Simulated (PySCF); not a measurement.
The complex NbF4 (charge 0) contains Nb(IV), shell d1. The structure is a PBE0-D3(BJ)/def2-TZVP geometry optimised for multiplicity 2; coordination tetrahedral, point group D2d, metal–donor distances 1.86 Å.

The d shell alone is too small an active space for NbF4 (an active orbital has only 0.60 squared overlap with the free ion's shell): its levels, fitted parameters, g values and moments show what this model gives and aren't sound predictions.

Method (PySCF 2.14, density fitting): CASSCF(1,5) with orbitals averaged over all microstates of the shell, strongly contracted NEVPT2 on the averaged canonical orbitals; basis x2c-TZVPall on the metal, x2c-SVPall elsewhere; spin-free X2C; gas phase; spin-orbit coupling by state interaction with the mean-field operator over all roots.

CASSCF energies above the lowest CASSCF root:

```csv
state,CASSCF / cm⁻¹
2A1 (from 2E),0
2B1 (from 2E),9600
2E (from 2T2),12794
2B2 (from 2T2),33606
```

Question: How does dynamic correlation (SC-NEVPT2) move these states?

Answer: 
```json
{"state": "2A1 (from 2E)", "NEVPT2 / cm⁻¹": "0", "shift / cm⁻¹": "0"}
{"state": "2B1 (from 2E)", "NEVPT2 / cm⁻¹": "10997", "shift / cm⁻¹": "+1397"}
{"state": "2E (from 2T2)", "NEVPT2 / cm⁻¹": "13689", "shift / cm⁻¹": "+895"}
{"state": "2B2 (from 2T2)", "NEVPT2 / cm⁻¹": "33996", "shift / cm⁻¹": "+390"}
```

In the ligand-field fit 10Dq goes from 14931 to 14960 cm⁻¹. The symmetry is lower than cubic, so 10Dq is the difference of the means of the two sets.

No frequencies were computed for the optimised geometry. Charge-transfer states lie outside this active space and may come lower than some of these levels. NEVPT2 lifts 2B1 (from 2E) from 9600 to 10997 cm⁻¹; on the d shell alone such lifts tend to overshoot. NEVPT2 on the d shell alone tends to put d–d bands too high for such charged or covalently bound ions.
